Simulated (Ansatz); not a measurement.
Ge(GeH3)H3 (Ge₂H₆), relaxed as a singlet with RKS PBE0-D4/def2-TZVP in Ansatz, starting from the GFN2-xTB geometry. Force threshold 0.02 eV/Å.

Start:

```xyz
8

Ge    0.815   -0.510   -0.687
Ge   -0.815    0.511    0.686
H    -0.394    1.852    1.204
H    -1.150   -0.304    1.896
H    -2.117    0.745   -0.017
H     2.148   -0.644   -0.016
H     1.074    0.246   -1.953
H     0.438   -1.896   -1.113
```

**Question.** Estimate the energy that the relaxation releases and the steps that it takes.

**Answer.** 3.3 kcal/mol, in 4 steps; 22 s on 4 threads of Intel Xeon on a shared host. No frequencies were taken in this run, so the end may be a saddle point.

**Question.** Does the start keep its bonding and symmetry?

**Answer.** By distances, no bond broke or formed. The bond that changes most is Ge1–Ge2, from 2.36 to 2.42 Å (atoms count from 1). Point group D3 at the start, D3 at the end, both within 0.05 Å.

**Question.** Predict the relaxed structure.

**Answer.** 
Cartesian coordinates in Å:
```
Ge 0.835 -0.523 -0.703
Ge -0.835 0.523 0.703
H -0.341 1.895 1.189
H -1.125 -0.356 1.930
H -2.143 0.721 -0.078
H 2.170 -0.637 0.048
H 1.058 0.309 -1.976
H 0.381 -1.933 -1.113
```
Bond lengths: 1 × Ge–Ge 2.42 Å; 6 × Ge–H 1.54 Å.
